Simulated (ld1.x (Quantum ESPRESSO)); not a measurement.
## Transferability test, TM potential for molybdenum

Mo, norm-conserving Troullier–Martins (Kleinman–Bylander form), made with ld1.x (Quantum ESPRESSO) 7.5 (PBE, scalar-relativistic). Core [Kr], reference 4d4 5s0 5p0 (charge +2). Waves: 5s (bound, empty): rc 2.65 bohr; 5p (bound, empty): rc 2.90 bohr; 4d (bound): rc 1.40 bohr. Local part: all-electron potential smoothed inside 1.50 bohr (lloc = -2). Core correction: none.

Energies are relative to the spin-unpolarised reference configuration 4d4 5s0 5p0; without spin polarisation the order of configurations can differ from experiment. Not all tests gave a result: 1 of 7 tests not solved or not reliable. Left out of the table: 4d4 5s1 5p1 (solver errors, printed error -2.1 eV).

| valence configuration | charge | ΔE all-electron (eV) | error AE − PS (meV) |
| --- | --- | --- | --- |
| 4d5 5s1 5p0 | 0 | -22.352 | +160 |
| 4d5 5s0 5p0 | +1 | -15.462 | +6.9 |
| 4d3 5s0 5p0 | +3 | 26.744 | -17 |
| 4d6 5s0 5p0 | 0 | -21.589 | +58 |
| 4d4 5s2 5p0 | 0 | -22.153 | +231 |

**Question.** What are ΔE and the potential's error for 4d5.5 5s0.5 5p0?

**Answer.** ΔE = -22.072 eV all-electron; the error (AE − PS) is +110 meV.

Levels in the configuration 4d4 5s2 5p0:

| level | all-electron (eV) | pseudo (eV) |
| --- | --- | --- |
| 4d | -5.652 | -5.734 |
| 5s | -4.878 | -4.997 |

These tests converged, but a pseudo level misses the all-electron one widely, so the file describes the atom poorly there or has found another state: 4d3 5s0 5p0: empty 5p by 4.9 eV.

Note: ghost states, extra bound levels that the all-electron valence spectrum of the same l lacks: s at -54.4 eV, p at -12.5 eV. A true bound ghost makes a file unfit for plane-wave use.
